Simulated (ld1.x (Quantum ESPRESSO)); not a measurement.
# Ranking ultrasoft potentials for manganese (Mn)

All share these settings but for the change named:

ld1.x (Quantum ESPRESSO) 7.5 input, shortened:

```
&input
   title='Mn', zed=25., rel=1, dft='PW91', iswitch=3,
   config='[Ar] 3d5 4s1.75 4p0.25'
 /
 &inputp
   pseudotype=3, tm=.true., lloc=-1, rcloc=1.65,
   nlcc=.true., new_core_ps=.true., rcore=0.70,
   which_augfun='PSQ', rmatch_augfun_nc=.true.
 /
6
3S  1  0   2.00   0.00  1.20  1.50  0.0
4S  2  0   1.75   0.00  1.20  1.50  0.0
3P  2  1   6.00   0.00  1.65  1.95  0.0
4P  3  1   0.25   0.00  1.65  1.95  0.0
3D  3  2   5.00   0.00  1.35  1.75  0.0
3D  3  2   0.00   2.25  1.35  1.75  0.0
 &test
   configts(1)='3s2 3p6 3d5 4s1.75 4p0.25'
 /
```

Test errors are all-electron minus pseudo excitation energies from the reference, over 3s2 3p6 3d5 4s2 4p0; 3s2 3p6 3d5 4s1 4p0; 3s2 3p6 3d5 4s0 4p0; 3s2 3p6 3d5 4s0 4p2; 3s1 3p6 3d5 4s2 4p0; 3s2 3p6 3d5 4s0 4p1; 3s2 3p6 3d4 4s0 4p0. None of these files shows a bound ghost.

The base gives 41.3 meV.

Of 11 variants that were run, those that failed, showed a ghost or another fault, or gave nearly equal values are left out.

(1) Rank these variants by their largest absolute test error, smallest first.
A. local potential all-electron potential smoothed inside 1.35 bohr (lloc = -1)
B. wave 3d channel at 2.25 Ry: rcut 1.35, rcutus 1.75 bohr becomes 3d channel at 2.05 Ry: rcut 1.35, rcutus 1.75 bohr
C. waves 3s (bound): rcut 1.20, rcutus 1.38 bohr; 4s (bound): rcut 1.20, rcutus 1.38 bohr

Results:

(1) C (29.1 meV), B (34.9 meV), A (50.5 meV).
